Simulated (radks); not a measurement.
Problem. La II, configuration [Xe] 5d1 6p1 (not the ground configuration). All-electron calculation, scalar-relativistic Kohn-Sham, LDA (Slater exchange, Perdew-Wang correlation), spin-polarised, spherical densities, point nucleus; open shells are filled with parallel spins first (spin-orbit coupling, left out, can overturn this in heavy ions). Program: a radial shooting solver on a logarithmic mesh with Libxc functionals. Some entries of the table are withheld. Estimate them.

orbital,occ.,eigenvalue (hartree),<1/r> (bohr^-1),<r> (bohr)
1s up,1,-1422.903,61.96,0.02509
1s down,1,-1422.902,61.96,0.02509
2s up,1,-226.7672,14.27,0.1075
2s down,1,-226.7660,14.27,0.1075
2p up,3,-203.3713,13.55,0.09428
2p down,3,-203.3702,13.55,0.09428
3s up,1,-48.68742,5.163,0.2856
3s down,1,-48.68650,5.163,0.2856
3p up,3,-41.21591,4.896,0.2835
3p down,3,-41.21493,4.896,0.2835
3d up,5,-30.45247,4.645,0.2601
3d down,5,-30.45127,4.645,0.2601
4s up,1,-10.02357,2.153,0.6545
4s down,1,-10.02137,2.153,0.6545
4p up,3,-7.59156,1.986,0.6936
4p down,3,-7.58937,1.986,0.6935
4d up,5,-4.07184,1.725,0.7682
4d down,5,-4.06930,1.725,0.7679
5s up,1,-1.69480,0.8538,1.554
5s down,1,-1.68171,0.8567,1.549
5p up,3,-1.08471,(1),(2)
5p down,3,-1.06766,(3),(4)
5d up,1,-0.35955,0.4734,2.735
5d down,0,-0.33169,0.4812,2.698
6p up,1,-0.23407,0.2583,(5)
6p down,0,-0.20342,0.2491,(6)

Solution. 
(1) 5p up <1/r> (bohr^-1): 0.7289
(2) 5p up <r> (bohr): 1.798
(3) 5p down <1/r> (bohr^-1): 0.7330
(4) 5p down <r> (bohr): 1.788
(5) 6p up <r> (bohr): 4.864
(6) 6p down <r> (bohr): 5.042
